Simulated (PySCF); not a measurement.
**From computed data to an observable: oscillator strength and radiative lifetime**

BiF2Cl, SMILES [F][Bi]([F])[Cl].

The structure is a stationary point at PBE0-D3(BJ)/def2-SVP. The def2 effective core potentials stand for the cores of Bi; spin–orbit coupling is left out.

TDA-LC-ωPBE/def2-SVPD in PySCF puts the first singlet state with f over 0.02 at 6.41 eV (vertical), with the transition dipole (0.375, 0.296, 0.000) in atomic units.

Q: Find the oscillator strength, the wavelength and the radiative lifetime that this transition would have in vacuum if emission retraced absorption.

A: 
|μ|² = 0.2282 au, so |μ| = 1.21 D. ΔE = 6.41/27.211 = 0.2356 hartree. f = (2/3) ΔE |μ|² = 0.036 (the program prints 0.036).
λ = 1239.84/6.41 = 193 nm; ν = 51700 cm⁻¹.
Einstein's coefficient A = 0.6670 ν² f s⁻¹ (ν in cm⁻¹) = 6.4e7 s⁻¹, so τ = 1/A = 16 ns. This state is S1. The figure is the radiative limit of this one transition; relaxation, internal conversion, crossing to triplets and a medium change what is measured.
